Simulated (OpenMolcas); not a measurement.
Ru4+ with 6 ligands (water) in octahedral coordination (Th). Ligand basis ANO-RCC-VDZP.

```json
{"Program": "OpenMolcas", "Method": "SS-CASPT2, IPEA 0.25 Eh, imaginary shift 0.1 Eh (closed shells correlated: 4s 4p and the ligand valence shells)", "Basis": "ANO-RCC-VDZP [6s5p3d1f]", "Scalar Hamiltonian": "DKH2, point nucleus", "Active space": "4 electrons in 5 orbitals (4d)", "State averaging": "2S+1 = 5 even, 5 roots; 2S+1 = 3 even, 45 roots; 2S+1 = 1 even, 50 roots", "Spin-orbit coupling": "RASSI with atomic mean-field integrals over the reference wave functions"}
```

All ligands move together. At R = 1.89 Å the first state of the same spin is 34070 cm-1, and at R = 2.1 Å it is 19930 cm-1.

Task: A third run gives 27030 cm-1. What distance was it run at?

Result: With a power law R^-n the two known points give n = -ln(19930 / 34070) / ln(2.1 / 1.89) = 5.09. Then R = 1.89 × (34070 / 27030)^(1/5.09) = 1.978 Å. The run was at 1.98 Å, so the estimate is off by -0.002 Å.

Roots that are degenerate in the reference are averaged as groups; the widest CASPT2 spread within a group is 1100 cm-1 (the 3-fold group of multiplicity 1 near 96500 cm-1 above the lowest state of its run, R = 1.89). Shifts and gaps below about the spread of the groups concerned are not significant. Over all roots computed the reference weight is 0.67 to 0.69 in R = 1.89, 0.66 to 0.69 in R = 1.98, 0.65 to 0.68 in R = 2.1; a low but even weight reflects the number of correlated electrons. An orbital triplet at a regular site is open to Jahn-Teller coupling, which can distort the site and quench the lowest spin-orbit gaps and is left out. Ligand-to-metal charge-transfer states are missing. With no ligand orbital active B as a rule stays too high, so bands that hang on it stand too high and its fall with covalency is understated. With one d shell and no ligand orbital active, 10Dq can be off by a tenth or more. The least metal-like active orbital is 72 % on the metal (Löwdin) and no ligand orbital is active, so the numbers are rough (holds for R = 1.89). The least metal-like active orbital is 74 % on the metal (Löwdin) and no ligand orbital is active, so the numbers are rough (holds for R = 1.98). This shell can be high or low spin here, a state of another spin lies low, and with metal d orbitals alone active their balance is uncertain, so the ground spin may be wrong, although the usual error favours high spin (holds for R = 2.1). The least metal-like active orbital is 75 % on the metal (Löwdin) and no ligand orbital is active, so the numbers are rough (holds for R = 2.1). These CASPT2 states fit no ligand-field parameters well, so their order and spin gaps are uncertain (holds for R = 2.1). No measured value stands beside these numbers; the geometry is a model, was not optimised and need not be the one that this ion takes.
